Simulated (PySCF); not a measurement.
## Atomic charges by several schemes

Species: C5H8F3PS.
Z-matrix (Å and degrees, PBE0-D3(BJ)/def2-SVP geometry), rows numbered from 1:
```
C 
C   1  1.5197
C   2  1.5233  1  113.73
P   3  1.8301  2  113.08  1   -63.63
S   4  1.9401  3  116.32  2   -44.11
C   4  1.8212  3  101.19  2  -171.49
F   6  1.3359  4  115.96  3    49.27
C   6  1.3360  4  125.05  3  -134.64
F   8  1.3008  6  124.67  4  -176.86
F   8  1.3066  6  123.08  4     3.28
H   1  1.0998  2  111.05  3  -176.31
H   1  1.1021  2  111.75  3   -56.05
H   1  1.1024  2  111.09  3    64.87
H   2  1.1023  1  110.38  3   121.50
H   2  1.1024  1  109.65  3  -121.24
H   3  1.1019  2  111.23  1   178.39
H   3  1.1041  2  112.33  1    57.69
H   4  1.4235  3  104.69  2    85.99
```

Density: PBE0/pcSseg-1 (PySCF); schemes: Mulliken, IAO, Hirshfeld and ESP-fitted. The structure is a single PBE0-D3(BJ)/def2-SVP conformer in the gas phase; no vibrational or solvent corrections.

Q: Give the atomic charges in each scheme.

A: In e:

```json
{"atom": "C1", "environment": "methyl carbon", "Mulliken": "-0.304", "IAO": "-0.414", "Hirshfeld": "-0.116", "ESP-fitted": "-0.305"}
{"atom": "C2", "environment": "chain CH2 carbon", "Mulliken": "-0.249", "IAO": "-0.246", "Hirshfeld": "-0.064", "ESP-fitted": "+0.151"}
{"atom": "C3", "environment": "sp3 carbon bound to phosphorus", "Mulliken": "-0.449", "IAO": "-0.475", "Hirshfeld": "-0.104", "ESP-fitted": "-0.250"}
{"atom": "P4", "environment": "phosphorus bonded to 2 C, S and H", "Mulliken": "+0.409", "IAO": "+0.946", "Hirshfeld": "+0.303", "ESP-fitted": "+0.046"}
{"atom": "S5", "environment": "sulfur bonded to P", "Mulliken": "-0.340", "IAO": "-0.575", "Hirshfeld": "-0.300", "ESP-fitted": "-0.289"}
{"atom": "C6", "environment": "vinylic C–F carbon", "Mulliken": "-0.070", "IAO": "-0.069", "Hirshfeld": "-0.021", "ESP-fitted": "-0.097"}
{"atom": "F7", "environment": "vinyl fluorine", "Mulliken": "-0.253", "IAO": "-0.248", "Hirshfeld": "-0.065", "ESP-fitted": "-0.082"}
{"atom": "C8", "environment": "=CF2 carbon", "Mulliken": "+0.582", "IAO": "+0.539", "Hirshfeld": "+0.163", "ESP-fitted": "+0.410"}
{"atom": "F9", "environment": "vinyl fluorine", "Mulliken": "-0.209", "IAO": "-0.215", "Hirshfeld": "-0.045", "ESP-fitted": "-0.116"}
{"atom": "F10", "environment": "vinyl fluorine", "Mulliken": "-0.217", "IAO": "-0.227", "Hirshfeld": "-0.041", "ESP-fitted": "-0.129"}
{"atom": "H11", "environment": "methyl hydrogen", "Mulliken": "+0.131", "IAO": "+0.149", "Hirshfeld": "+0.048", "ESP-fitted": "+0.091"}
{"atom": "H12", "environment": "methyl hydrogen", "Mulliken": "+0.112", "IAO": "+0.131", "Hirshfeld": "+0.037", "ESP-fitted": "+0.087"}
{"atom": "H13", "environment": "methyl hydrogen", "Mulliken": "+0.134", "IAO": "+0.137", "Hirshfeld": "+0.033", "ESP-fitted": "+0.078"}
{"atom": "H14", "environment": "methylene hydrogen", "Mulliken": "+0.135", "IAO": "+0.142", "Hirshfeld": "+0.045", "ESP-fitted": "+0.005"}
{"atom": "H15", "environment": "methylene hydrogen", "Mulliken": "+0.151", "IAO": "+0.152", "Hirshfeld": "+0.034", "ESP-fitted": "+0.022"}
{"atom": "H16", "environment": "methylene hydrogen", "Mulliken": "+0.184", "IAO": "+0.168", "Hirshfeld": "+0.048", "ESP-fitted": "+0.142"}
{"atom": "H17", "environment": "methylene hydrogen", "Mulliken": "+0.158", "IAO": "+0.150", "Hirshfeld": "+0.046", "ESP-fitted": "+0.120"}
{"atom": "H18", "environment": "P–H hydrogen", "Mulliken": "+0.096", "IAO": "-0.045", "Hirshfeld": "+0.001", "ESP-fitted": "+0.117"}
```

Mean size of the charges over all atoms: IAO 0.279 e, Mulliken 0.232 e, ESP-fitted 0.141 e, Hirshfeld 0.084 e. Each set sums to the total charge, 0, to within 0.001 e. The Hirshfeld scheme divides the density at each point in proportion to the densities of the neutral, spherically averaged free atoms. The ESP scheme is a least-squares fit of atom-centred charges to the potential on four shells outside the van der Waals surface, with the total charge fixed.

Lowest charge. The schemes don't all agree: Mulliken C3 (-0.449); IAO S5 (-0.575); Hirshfeld S5 (-0.300); ESP-fitted C1 (-0.305).

Highest charge. The schemes don't all agree: Mulliken C8 (+0.582); IAO P4 (+0.946); Hirshfeld P4 (+0.303); ESP-fitted C8 (+0.410).

Q: How many electrons does the ESP-fitted scheme count on P4?

A: Z − q = 15 − (+0.046) = 14.954.

Q: How closely do the schemes follow one another over all atoms?

A: Correlation coefficient and root-mean-square difference: IAO with Hirshfeld 0.96, 0.244 e; Mulliken with IAO 0.93, 0.145 e; Mulliken with Hirshfeld 0.86, 0.176 e; Mulliken with ESP-fitted 0.82, 0.159 e; IAO with ESP-fitted 0.71, 0.263 e; Hirshfeld with ESP-fitted 0.69, 0.126 e.
